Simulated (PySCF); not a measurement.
ClF₃H₂Si₂, SMILES F[Si](F)(F)[SiH2]Cl. Atoms are numbered in the order given.

```xyz
8

Si    -0.0538    -1.0689     0.0000
F      1.0287    -2.2627     0.0000
F     -0.9854    -1.2658    -1.2972
F     -0.9854    -1.2658     1.2972
Si     0.9999     1.0100     0.0000
Cl    -0.4964     2.4510     0.0000
H      1.8368     1.1531     1.2192
H      1.8368     1.1531    -1.2192
```

Geometry optimised at B3LYP-D3(BJ)/def2-SVP. The structure was generated by enumeration, and PubChem lists no compound with its InChIKey, so it may never have been made. The values are those of a single conformer.

These are TDDFT-PBE0/def2-SVPD (PySCF) values and carry that method's errors.

Vertical excitations. The molecule is in vacuum. State labels are in the subgroup Cs.

Estimate the UV-visible absorptions. (An estimate is asked for; the answer gives what the named calculation found.)


```
state  symmetry  energy (eV)  λ (nm)      f                                              main pairs
-----  --------  -----------  ------  -----  ------------------------------------------------------
S1           A'         6.40     194  0.016                                          HOMO→LUMO 98 %
S2           A"         6.73     184  0.004                                        HOMO−1→LUMO 99 %
S3           A"         7.41     167  0.031                                        HOMO→LUMO+1 96 %
S4           A'         7.79     159  0.013                    HOMO−1→LUMO+1 67 %, HOMO→LUMO+2 28 %
S5           A'         7.91     157  0.089                    HOMO→LUMO+2 69 %, HOMO−1→LUMO+1 26 %
S6           A'         8.11     153  0.039                                        HOMO−2→LUMO 89 %
S7           A"         8.21     151  0.008                                      HOMO−1→LUMO+2 94 %
S8           A'         8.43     147  0.047                                        HOMO→LUMO+3 90 %
S9           A"         8.56     145  0.001                                        HOMO−3→LUMO 90 %
S10          A"         8.67     143  0.009                                      HOMO−1→LUMO+3 80 %
T1           A'         5.73     216      0                                          HOMO→LUMO 95 %
T2           A"         6.36     195      0                                        HOMO−1→LUMO 96 %
T3           A"         6.43     193      0                                        HOMO→LUMO+1 89 %
T4           A'         7.18     173      0  HOMO→LUMO+2 51 %, HOMO−2→LUMO 20 %, HOMO−1→LUMO+1 16 %
```
Triplets are in the Tamm–Dancoff approximation, which puts them higher than full response would, so one can lie above its singlet here.
